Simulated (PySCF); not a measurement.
# Computed properties of Ga(Me)2(Cl) (C₂H₆ClGa), SMILES [CH3][Ga]([Cl])[CH3]

Ga(Me)2(Cl) (C2H6ClGa), SMILES [Cl][Ga]([CH3])[CH3]. The structure is a stationary point at B3LYP-D3(BJ)/def2-SVP. The isomer is the one that the SMILES or the coordinates give; other isomers of the formula were not compared. One conformer was computed; it need not be the lowest. All values are computed for the isolated molecule unless a solvent is named; none is compared with measurement here.

**Structure.** The optimised structure has C2 symmetry. All 24 harmonic modes at B3LYP-D3(BJ)/def2-SVP (PySCF) are real, so it is a minimum. With heavy atoms numbered as in [Ga:1]([CH3:2])([CH3:6])[Cl:10], the shortest bond between them is Ga1–C6 at 1.968 Å and the longest Ga1–Cl10 at 2.192 Å.

**Vibrations.** The strongest infrared lines (harmonic, unscaled, degenerate partners summed) lie at 775 cm⁻¹ (78 km/mol, H 77 %, C 21 %), 388 cm⁻¹ (48 km/mol, Cl 69 %, Ga 26 %), 600 cm⁻¹ (43 km/mol, C 56 %, Ga 26 %, H 18 %). The softest mode is at 28 cm⁻¹ and the zero-point energy is 45.2 kcal/mol.

**Electronic structure.** PBE0/def2-TZVP (PySCF) places the frontier levels at -7.83 and -0.93 eV, a gap of 6.90 eV, and gives a dipole moment of 2.87 D and a mean polarisability of 64.4 bohr³. PBE/def2-TZVP (PySCF) at the same geometry gives -6.56 and -1.73 eV, so its gap is 2.07 eV narrower. An orbital gap is neither the optical nor the fundamental gap.

**Excitations.** TDDFT-B3LYP/def2-SVPD (PySCF) has S1 at 5.24 eV (237 nm, f = 0.000, dark); the most intense of the 10 singlets computed lies at 6.28 eV (f = 0.17). T1 (TDA) is at 5.02 eV. TDDFT-PBE/def2-SVPD (PySCF) puts S1 at 4.91 eV. No vertical singlet excitation falls in the visible range (under 3.1 eV).

**NMR.** GIAO shifts at B3LYP/pcSseg-1 (PySCF) (non-relativistic, atoms alike by connectivity averaged): ¹³C at 5.1 ppm against TMS; ¹H at 0.8 ppm against TMS. Without spin–orbit terms, shifts of atoms bonded to Cl or Br come out too high.
